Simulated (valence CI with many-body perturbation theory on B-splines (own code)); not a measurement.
# E1 transitions of Ge

Calculated by configuration interaction combined with many-body perturbation theory (CI+MBPT): four valence electrons over a frozen Dirac-Fock core [Ar] 3d10, a basis of 11 s, 11 p, 9 d, 7 f, 5 g, 2 h, 1 i functions for each j, with the one-electron correlation potential Σ1 (screened to all orders), the two-electron term Σ2, the three-electron term Σ3, Breit, model QED; selected single and double excitations, second order for the rest, scaled by the run's own slope (own B-spline code, finite nucleus).

Against 31 measured levels this calculation errs by 127 cm⁻¹ on average and by 262 at most. These come from a selection out of the NIST Handbook of Basic Atomic Spectroscopic Data. Levels without a partner in it may be off by more. Among the levels kept, up to 650 cm⁻¹ of a level comes from second order outside the variational space, and about a tenth of that is noise between levels of different J, which matters for small intervals.

Lines 51 to 100 of 243 in falling wavelength, among levels below 58484 cm⁻¹, chosen from the strongest by gf and those to the six lowest levels. Wavelengths and rates use the calculated energies, so an error of 100 cm⁻¹ moves a line at 1687 nm by 1.7 % and its rate by three times that or more. Electric multipoles are in the length gauge, E1 and E2 with the static RPA response of the core. Weak lines are less certain than strong ones. Lines between different terms over intervals too small for the method are left out, as are lines whose strength nearly cancels. Where a level lies close to another of its J and parity, the split of strength between their lines is uncertain. The highest levels of a list are the least certain.

Names give the largest LS component (configuration and term), which can be under half, so a name can repeat, a term be missing and a line seem to break the LS rules; names also repeat where a configuration has a term twice. Letters in brackets count levels of one name in rising energy.

```
λ vac (nm)  λ from measured levels              Upper          Lower   A (s⁻¹)  log gf  Branch %
      2169                               4s²4p6p ¹D_2  4s²4p4d ¹F°_3  1.19e+06   -0.38      14.3
      2165                              4s²4p6s ³P°_1   4s²4p5p ³P_0  8.73e+05   -0.74       1.0
      2076                              4s²4p6s ³P°_2   4s²4p5p ³S_1  2.05e+06   -0.18       2.9
      1955                           4s²4p4f ³F_2 [a]  4s²4p4d ³P°_1  1.40e+06   -0.40       8.6
      1938                              4s²4p6s ³P°_2   4s²4p5p ³P_2  4.29e+06    0.08       6.0
      1894                              4s²4p6s ³P°_1   4s²4p5p ³D_2  5.59e+06   -0.04       6.2
      1873                               4s²4p6p ³D_3  4s²4p4d ³P°_2  7.34e+05   -0.57       9.5
      1866                              4s²4p6s ³P°_0   4s²4p5p ³D_1  9.87e+06   -0.29      18.3
      1859                           4s²4p4f ³D_3 [a]  4s²4p4d ³P°_2  1.43e+06   -0.28      10.1
      1758                           4s²4p4f ³F_2 [b]  4s²4p4d ¹P°_1  1.68e+06   -0.41      10.4
      1729                              4s²4p6s ³P°_2   4s²4p5p ³D_3  7.07e+06    0.20       9.8
      1706                               4s²4p4f ³F_4  4s²4p4d ¹F°_3  1.40e+06   -0.26       8.2
      1704                               4s²4p4f ¹F_3  4s²4p4d ¹F°_3  1.04e+06   -0.50       5.7
      1687                    1676       4s²4p5p ¹P_1  4s²4p5s ¹P°_1  2.00e+06   -0.59      12.8
      1671                               4s²4p4f ¹G_4  4s²4p4d ¹F°_3  1.10e+07    0.62      70.0
      1666                               4s²4p6p ³D_3  4s²4p4d ³F°_4  7.87e+05   -0.64      10.1
      1655                              4s²4p6s ¹P°_1   4s²4p5p ³P_1  3.37e+06   -0.38       3.4
      1629                              4s²4p6s ³P°_1   4s²4p5p ¹P_1  2.31e+06   -0.56       2.6
      1555                               4s²4p7p ³D_2  4s²4p6s ³P°_1  1.13e+06   -0.69      26.7
      1536                               4s²4p4f ³G_4  4s²4p4d ³F°_3  1.51e+06   -0.32       9.2
      1519                              4s²4p5d ³D°_2   4s²4p5p ³P_2  1.04e+06   -0.74       5.5
      1491                    1483       4s²4p5p ³D_1  4s²4p5s ¹P°_1  2.81e+06   -0.55      14.0
      1478                               4s²4p4f ³G_3  4s²4p4d ³F°_2  1.75e+06   -0.40       9.9
      1460                    1457      4s²4p4d ¹P°_1   4s²4p5p ¹P_1  3.51e+06   -0.47       3.2
      1459                           4s²4p4f ³F_2 [b]  4s²4p4d ³P°_1  4.97e+06   -0.10      30.6
      1443                              4s²4p5d ³D°_3   4s²4p5p ³P_2  2.99e+06   -0.19       7.7
      1405                           4s²4p4f ³D_3 [b]  4s²4p4d ³P°_2  9.32e+06    0.29      55.6
      1383                              4s²4p5d ³D°_2   4s²4p5p ³P_1  2.41e+06   -0.46      12.8
      1366                              4s²4p5d ³D°_1   4s²4p5p ³P_1  5.11e+06   -0.37      15.4
      1358                              4s²4p6s ¹P°_1   4s²4p5p ³D_1  2.50e+06   -0.68       2.5
      1324                              4s²4p5d ³D°_3   4s²4p5p ³D_3  9.38e+05   -0.76       2.4
      1301                               4s²4p4f ³G_4  4s²4p4d ³D°_3  1.30e+07    0.47      78.7
      1297                               4s²4p4f ³F_4  4s²4p4d ³F°_4  2.44e+06   -0.26      14.3
      1292                              4s²4p5d ³P°_2   4s²4p5p ¹D_2  2.17e+06   -0.57       6.5
      1278                               4s²4p4f ³G_5  4s²4p4d ³F°_4  1.72e+07    0.67      98.5
      1266                           4s²4p4f ³F_2 [a]  4s²4p4d ³D°_1  1.04e+07    0.10      63.9
      1265                              4s²4p5d ³D°_1   4s²4p5p ³P_0  5.88e+06   -0.37      17.7
      1263                               4s²4p6p ³D_3  4s²4p4d ³D°_2  1.26e+06   -0.68      16.2
      1257                               4s²4p4f ³G_3  4s²4p4d ³D°_2  7.62e+06    0.10      43.0
      1257                           4s²4p4f ³D_3 [a]  4s²4p4d ³D°_2  6.02e+06    0.00      42.5
      1245                    1239       4s²4p5p ³P_1  4s²4p5s ¹P°_1  8.58e+06   -0.22      37.5
      1243                              4s²4p5d ³F°_3   4s²4p5p ³P_2  4.68e+06   -0.12      17.2
      1228                          4s²4p5d ³F°_2 [b]   4s²4p5p ³P_2  3.88e+06   -0.36      18.3
      1228                              4s²4p6s ¹P°_1   4s²4p5p ¹P_1  2.97e+06   -0.70       3.0
      1221                               4s²4p4f ³F_4  4s²4p4d ³F°_3  9.47e+06    0.28      55.4
      1221                               4s²4p4f ¹F_3  4s²4p4d ³F°_3  1.80e+06   -0.55      10.0
      1215                    1207       4s²4p5p ¹P_1  4s²4p5s ³P°_1  1.05e+07   -0.16      66.9
      1212                           4s²4p4f ³D_3 [b]  4s²4p4d ³F°_3  2.51e+06   -0.41      15.0
      1207                              4s²4p5d ³P°_1   4s²4p5p ³S_1  3.67e+06   -0.62       6.5
      1204                               4s²4p4f ¹G_4  4s²4p4d ³F°_3  3.00e+06   -0.23      19.1
```
